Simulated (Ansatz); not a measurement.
## Abstraction of Br: Mg(CH3)Br + BCl2 → CH3Mg + BBrCl2

Species: Mg(CH3)Br, singlet; BCl2 `Cl[B]Cl`, doublet; CH3Mg `[CH3][Mg]`, doublet; BBrCl2 (bromodichloroborane) `ClB(Cl)Br`, singlet. A radical takes Br: the energy is the difference in strength between the Mg–Br bond broken and the B–Br bond made.

Shapes, held fixed at every level: PBE0-D4/def2-TZVP. Programs: Ansatz 0.2.0. The zero-point and thermal change to 298 K, harmonic and unscaled (PBE0-D4/def2-TZVP), is +0.2 kJ/mol.

```json
{"level": "SPW92/def2-TZVPP", "kind": "LDA", "ΔH(298 K) (kJ/mol)": "-33.2", "less CCSD(T)/def2-TZVPP": "-29.9"}
{"level": "B3LYP-D4/def2-TZVPP", "kind": "global hybrid", "ΔH(298 K) (kJ/mol)": "-3.9", "less CCSD(T)/def2-TZVPP": "-0.6"}
{"level": "BHLYP-D4/def2-TZVPP", "kind": "global hybrid", "ΔH(298 K) (kJ/mol)": "+5.0", "less CCSD(T)/def2-TZVPP": "+8.3"}
{"level": "PBE0-D4/def2-TZVPP", "kind": "global hybrid", "ΔH(298 K) (kJ/mol)": "-8.7", "less CCSD(T)/def2-TZVPP": "-5.4"}
{"level": "r2SCAN0-D4/def2-TZVPP", "kind": "global hybrid", "ΔH(298 K) (kJ/mol)": "+9.8", "less CCSD(T)/def2-TZVPP": "+13.1"}
{"level": "CCSD(T)/def2-SVP", "kind": "coupled cluster or CI", "ΔH(298 K) (kJ/mol)": "-0.1", "less CCSD(T)/def2-TZVPP": "+3.2"}
{"level": "CCSD/def2-TZVPP", "kind": "coupled cluster or CI", "ΔH(298 K) (kJ/mol)": "+2.6", "less CCSD(T)/def2-TZVPP": "+5.9"}
{"level": "CCSD(T)/def2-TZVPP", "kind": "coupled cluster or CI", "ΔH(298 K) (kJ/mol)": "-3.3", "less CCSD(T)/def2-TZVPP": "0.0"}
```

The highest level, CCSD(T)/def2-TZVPP, gives ΔH(298 K) = -3.3 kJ/mol; the levels span -33.2 to +9.8. That is about zero within the method's error. They disagree on the sign: 3 of 8 are positive. The column of differences is taken from that level and isn't an error. No measured value is set beside it here. Open shells run unrestricted. Relativity is left out for Br. Outer-core shells of Br, Mg are correlated in most correlated rows, in sets that cover them unevenly.
